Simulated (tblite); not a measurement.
A tight-binding relaxation on `COc1[c]ccoc1=O` [radical].

Computed with GFN2-xTB geometry optimisation, gas phase (tblite 0.8.0). Start geometry: from a force field or distance geometry. A driver script takes a list of jobs; this job's settings line and coordinates (Å) are shown.

Command:
```bash
OMP_NUM_THREADS=1 python probes_run.py task.json out
```

Input:
```
{"job": {"kind": "relax", "xc": "GFN2-xTB", "basis": "xTB"}, "charge": 0, "multiplicity": 2}
C     -2.438200     0.789300    -0.042700
O     -1.345700     0.702000    -0.939900
C     -0.178200     0.171000    -0.394400
C      0.836600     0.081900    -1.186600
C      2.154400    -0.386900    -1.036800
C      2.376800    -0.820400     0.199500
O      1.368400    -0.788100     1.213500
C      0.077900    -0.309900     1.004600
O     -0.759700    -0.311200     1.896600
H     -3.289700     1.220500    -0.594000
H     -2.227900     1.462700     0.791300
H     -2.759100    -0.200600     0.311400
H      2.876800    -0.382800    -1.834800
H      3.307000    -1.228100     0.590300
```

Output:
```
step      E/eV     max force
  0    -747.20453    3.420
  1    -747.39404    2.589
  2    -747.51282    1.106
  3    -747.57263    0.912
  4    -747.60785    0.555
  5    -747.63105    0.294
  6    -747.64440    0.336
  7    -747.65526    0.308
  8    -747.66057    0.191
  9    -747.66479    0.177
... (9 lines left out)
 19    -747.67607    0.045
 20    -747.67630    0.039
 21    -747.67648    0.034
 22    -747.67666    0.044
 23    -747.67682    0.038
 24    -747.67695    0.025
 25    -747.67701    0.017
 26    -747.67704    0.016
 27    -747.67706    0.013
 28    -747.67708    0.008
```

«max force» is the largest atomic force in eV/Å.

Task: From which step on does the largest force stay under 0.1 eV/Å, and how much energy is left to gain from there?

Result: From step 12 (0.087 eV/Å), 4.2 meV above the end.

Main results: energy lowered by 10.9 kcal/mol over 28 steps; largest atomic force 0.008 eV/Å at the end.

Hardware: Arm Neoverse V1, one thread, shared host with 32 logical CPUs at a one-minute load of 16. Cost: 0.17 s of wall time.
Labels such as C1 count atoms from 1, the log's own numbers from 0.
